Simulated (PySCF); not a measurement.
## C₆ coefficients of unlike pairs at PBE

Calculated with PySCF 2.14 from the dipole response of each species, C₆(A,B) = (3/π) ∫ α_A(iu) α_B(iu) du, in atomic units, from isotropic polarisabilities. For ions this is the dispersion term alone; charge-induced terms of lower order in 1/R come first.

```json
{"species": "Co", "configuration": "[Ar] 3d7 4s2 (4F)", "basis": "aug-cc-pVQZ (9s8p6d4f3g2h)", "relativity": "none", "α (bohr³)": "55.44", "C₆ (like pair)": "473.1"}
{"species": "As", "configuration": "[Ar] 3d10 4s2 4p3 (4S)", "basis": "aug-cc-pVQZ-PP with one added diffuse shell each of s, p, d, f, g type with ECP10MDF (8s7p6d4f3g)", "relativity": "core potential", "α (bohr³)": "33.91", "C₆ (like pair)": "289.5"}
{"species": "In⁺", "configuration": "[Kr] 4d10 5s2 (1S)", "basis": "aug-cc-pVQZ-PP with one added diffuse shell each of s, p, d, f, g type with ECP28MDF (8s8p6d4f3g)", "relativity": "core potential", "α (bohr³)": "23.42", "C₆ (like pair)": "157.2"}
{"species": "Ge", "configuration": "[Ar] 3d10 4s2 4p2 (3P)", "basis": "def2-TZVPPD (7s5p5d1f)", "relativity": "none", "α (bohr³)": "40.30", "C₆ (like pair)": "336.8"}
```

Task: Estimate C₆ for Ge with As.

Result: The integral gives 311.0. The combination rule 2 C_A C_B / (C_A α_B/α_A + C_B α_A/α_B) gives 310.8 and the geometric mean 312.3.

No spin-orbit coupling is included.

The other pairs:

```csv
pair,C₆
"As, Co",361.3
"In⁺, As",212.1
"Ge, Co",395.4
"In⁺, Co",261.7
"Ge, In⁺",226.5
```
